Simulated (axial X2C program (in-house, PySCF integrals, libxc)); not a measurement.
**Potential curves of MnB⁺, scalar-relativistic**

Computed with an axial X2C code built on PySCF integrals. Spin-free means the one-electron spin-free X2C Hamiltonian. Basis: Mn dyall-cv3z [9s10p6d3f2g], B dyall-v3z [7s6p2d1f] (cores contracted in-house); Gaussian nuclei, density fitting, unrestricted open shells. Masses: Mn 54.938 u, B 11.009 u.

State: M_S = 5/2, Λ = 1 (beyond evenly filled blocks: 2 × σα, π+α, π+β, π-α, δ+α, δ-α). Energies in eV from the fragments at the same level (Mn+ + B). Fits are polynomials in 1 − R0/R over 0.85 to 1.23 times the lowest point R0.

```csv
R (Å),PBEsol,CCSD,PBE0
1.8764,-2.0787,-0.0406,-1.0096
1.9383,-2.1386,-0.1957,-1.1195
2.0001,-2.1510,-0.2965,-1.1763
2.0620,-2.1275,-0.3554,-1.1915
2.1342,-2.0674,-0.3844,-1.1688
2.2063,-1.9830,-0.3839,-1.1145
2.2991,-1.8525,-0.3603,-1.0141
```

Correlated methods: 9 electrons correlated (number of frozen shells: Mn 3 s, 2 p; B 1 s), 241 virtual spin orbitals or spinors in MP2, 90 natural virtuals in coupled cluster.

Occupations by symmetry block were frozen at the best pattern of an incomplete PBE0 search. Dissociation energies refer to the lowest single-determinant-based atoms at the same level and basis. CCSD ran in a truncated set of natural virtual spinors with an MP2 remainder; without triples it tends to underbind. PBE0 can misorder states that lie within some tenths of an eV, so this need not be the ground state of the molecule. The nearest other spin-free determinant of the search, M_S = 3/2, Λ = 1, lies 0.09 eV up at the distance of the search. Without a current term, density functionals place determinants with orbital angular momentum somewhat too high. The determinant is spin-polarised beyond a pure state at some levels (its spin-free form has ⟨S²⟩ too high), which makes Re and μ there less reliable. Coupled cluster ran on the points near the minimum only. MP2 and coupled cluster on one determinant become unreliable at the stretched end.

Q: What are Re, ωe and De at the PBEsol level?

A: At PBEsol, spin-free: Re = 1.988 Å, ωe ≈ 540 cm⁻¹, De = 2.15 eV to Mn+ + B; Be follows as 0.465 cm⁻¹.

Q: What are Re, ωe and De at the CCSD level?

A: At CCSD, spin-free: Re = 2.167 Å, ωe ≈ 365 cm⁻¹, De = 0.39 eV to Mn+ + B; Be follows as 0.391 cm⁻¹.

Q: What are Re, ωe and De at the PBE0 level?

A: At PBE0, spin-free: Re = 2.057 Å, ωe ≈ 505 cm⁻¹, De = 1.19 eV to Mn+ + B; Be follows as 0.434 cm⁻¹.
